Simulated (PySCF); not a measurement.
C₅H₁₄OSi₂.
Structure used (GFN2-xTB), in Å, numbered top down from 1:
```xyz
22
C5H14OSi2 angstrom
C     -3.2758    0.2703    0.4794
C     -1.9921   -0.2341   -0.1691
C     -0.7609    0.0822    0.6744
C      0.5274   -0.4098    0.0172
C      1.7522   -0.2001    0.9291
Si     3.3037   -0.1654   -0.1785
O      2.5881    0.2886   -1.5831
Si     0.9555    0.3851   -1.6716
H     -4.1391    0.0227   -0.1340
H     -3.4109   -0.1813    1.4601
H     -3.2410    1.3505    0.6028
H     -2.0599   -1.3146   -0.3160
H     -1.8748    0.2243   -1.1542
H     -0.7014    1.1631    0.8284
H     -0.8740   -0.3827    1.6594
H      0.4210   -1.4901   -0.1452
H      1.6529    0.7647    1.4333
H      1.7805   -0.9546    1.7161
H      3.9057   -1.4763   -0.4049
H      4.2629    0.8811    0.1525
H      0.6065    1.8003   -1.7658
H      0.5631   -0.4045   -2.8321
```

NICS = −σ at a ghost point: NICS(0) at the centroid of the ring atoms, NICS(1) 1 Å to either side along the normal of their mean plane, zz for the tensor component along that normal. Level: GIAO PBE0/pcSseg-1 (PySCF, non-relativistic, gas phase) on the GFN2-xTB geometry, one conformer.

Ring bond lengths (Å), with Mayer bond orders in brackets: C4–C5 1.541 (1.00), C5–Si6 1.907 (0.90), Si6–O7 1.641 (0.93), O7–Si8 1.638 (0.94), Si8–C4 1.915 (0.86).

Question: Give the NICS values of each ring in ppm.

Answer: 
```tsv
ring	type	NICS(0)	NICS(1), two faces	NICS(1)zz, two faces	rms pucker (Å)	centre to ring atoms, mean (Å)
C4–C5–Si6–O7–Si8	5-membered ring with O and 2 Si; formal bonds all single	-5.1	-2.8 / -3.0	-1.6 / -2.3	0.14	1.46
```

Question: What do they say, and how far can they be read as aromaticity?

Answer: 
- C4–C5–Si6–O7–Si8: mean NICS(1)zz -2.0 ppm, near zero. C4, C5, Si6, Si8 have four or more neighbours, and the NICS criterion for π rings isn't applied.

Question: At the second NICS(1) probe listed for ring C4–C5–Si6–O7–Si8, 1 Å off the ring, what do the in-plane components average?

Answer: The isotropic value is a third of the trace: (3 × -3.0 − (-2.3))/2 = -3.4 ppm.

Question: What are the shieldings of the ring atoms and their hydrogens in the same run (means over atoms taken as equivalent)?

Answer: 
```json
{"atoms": "C4", "environment": "sp3 carbon bound to silicon", "σ isotropic (ppm)": "157.9"}
{"atoms": "C5", "environment": "sp3 carbon bound to silicon", "σ isotropic (ppm)": "167.1"}
{"atoms": "Si6", "environment": "oxygen-bound silicon", "σ isotropic (ppm)": "352.7"}
{"atoms": "O7", "environment": "siloxane oxygen", "σ isotropic (ppm)": "300.9"}
{"atoms": "Si8", "environment": "oxygen-bound silicon", "σ isotropic (ppm)": "349.0"}
{"atoms": "H16", "environment": "methine hydrogen", "σ isotropic (ppm)": "30.29"}
{"atoms": "H17", "environment": "methylene hydrogen", "σ isotropic (ppm)": "30.83"}
{"atoms": "H18", "environment": "methylene hydrogen", "σ isotropic (ppm)": "30.44"}
{"atoms": "H19", "environment": "Si–H hydrogen", "σ isotropic (ppm)": "26.64"}
{"atoms": "H20", "environment": "Si–H hydrogen", "σ isotropic (ppm)": "26.50"}
{"atoms": "H21", "environment": "Si–H hydrogen", "σ isotropic (ppm)": "26.86"}
{"atoms": "H22", "environment": "Si–H hydrogen", "σ isotropic (ppm)": "26.52"}
```
